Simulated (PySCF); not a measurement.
Compound: (HMg-mu-OH)2.
Cartesian coordinates in Å at the PBE0-D3(BJ)/def2-SVP level; atoms count from 1:
```
atom  x, y, z in Å
Mg1   -1.0002   -0.9883    0.4333
H2    -2.1524   -2.1488    0.9254
O3    -0.8477    0.4902   -0.8331
Mg4    0.9968    0.9917   -0.4328
H5     2.1684    2.1271   -0.9377
O6     0.8419   -0.4827    0.8375
H7    -1.4778    0.8614   -1.4525
H8     1.4710   -0.8505    1.4598
```

The closed-shell ground state was solved at several levels (PySCF, density fitting, gas phase, non-relativistic).

```json
{"level": "PBE0/pcSseg-1", "basis functions": "86", "total energy (Eh)": "-552.7372", "HOMO (eV)": "-7.11", "LUMO (eV)": "-0.40", "gap (eV)": "6.71", "dipole (D)": "0.08"}
{"level": "CAM-B3LYP/def2-SVPD", "basis functions": "120", "total energy (Eh)": "-552.8782", "HOMO (eV)": "-8.57", "LUMO (eV)": "-0.03", "gap (eV)": "8.54", "dipole (D)": "0.08"}
```

Estimate the row for KT2/pcSseg-1, a basis of 86 functions; the other rows only guide the guess.

Total energy -559.2050 Eh, HOMO -5.95 eV, LUMO -1.20 eV, gap 4.75 eV, dipole 0.07 D.

Over all these levels, which gives the widest orbital gap and which the narrowest?

CAM-B3LYP/def2-SVPD (range-separated hybrid) has the widest, 8.54 eV, and KT2/pcSseg-1 (GGA) the narrowest, 4.75 eV. Functional and basis both differ between the two, so the spread mixes both effects.

How far do the dipole and the HOMO energy spread over the levels?

The dipole runs from 0.07 to 0.08 D (mean 0.08 D) and the HOMO from -8.57 to -5.95 eV.

One conformer stands for the species.
